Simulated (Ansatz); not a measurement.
Molecule: 1,1-difluoroethane, C$_{2}$H$_{4}$F$_{2}$ (charge 0, singlet). 
Geometry from a B3LYP-D3(BJ)/def2-TZVP (Ansatz, an electronic-structure program) optimisation:
```xyz
8

C     -1.3731    -0.0681     0.0292
C      0.0961    -0.0798     0.3399
F      0.7432    -0.9902    -0.4560
F      0.6484     1.1468     0.0727
H     -1.8004    -1.0511     0.2265
H     -1.5204     0.1851    -1.0206
H     -1.8768     0.6705     0.6524
H      0.3352    -0.3259     1.3772
```
Charge 0, spin multiplicity 1.

Property: vertical triplet-singlet gap (E(triplet) - E(singlet); each state is the SCF solution reached for its spin), in kJ/mol. Valence correlation only, unless marked. Open shells are spin-unrestricted. Spin-orbit coupling is left out. No relativistic terms. Basis-set limits of correlation are two-point, X^-3; Hartree-Fock from the larger set. The bracket is a focal-point correction in the basis named.

| level | program | vertical triplet-singlet gap (kJ/mol) | minus last row |
|---|---|---|---|
| HF/aug-cc-pVDZ | Ansatz | 922.2 | 20.8 |
| SVWN5/def2-TZVPD | Ansatz | 798.0 | -103.4 |
| PBE/def2-TZVPD | Ansatz | 794.9 | -106.5 |
| r2SCAN/def2-TZVPD | Ansatz | 831.8 | -69.6 |
| B3LYP/def2-TZVPD | Ansatz | 852.1 | -49.3 |
| MP2/aug-cc-pVDZ | Ansatz | 898.6 | -2.8 |
| MP2/aug-cc-pVQZ | Ansatz | 913.1 | 11.7 |
| RI-MP2/aug-cc-pVTZ | Ansatz | 908.2 | 6.8 |
| SCS-MP2/aug-cc-pVDZ | Ansatz | 915.3 | 13.9 |
| SCS-MP2/aug-cc-pVQZ | Ansatz | 931.1 | 29.7 |
| CCSD/aug-cc-pVDZ | Ansatz | 903.7 | 2.3 |
| CCSD(T)/aug-cc-pVDZ | Ansatz | 886.0 | -15.4 |
| RI-MP2/CBS(aug-cc-pVTZ,aug-cc-pVQZ)+[CCSD(T)-MP2]/aug-cc-pVTZ | Ansatz | 901.8 | 0.4 |
| RI-MP2/CBS(aug-cc-pVTZ,aug-cc-pVQZ)+[CCSD(T)-MP2]/aug-cc-pVQZ | Ansatz | 901.5 | 0.1 |
| CCSD(T)/CBS(aug-cc-pVTZ,aug-cc-pVQZ) | Ansatz | 901.4 | 0.0 |
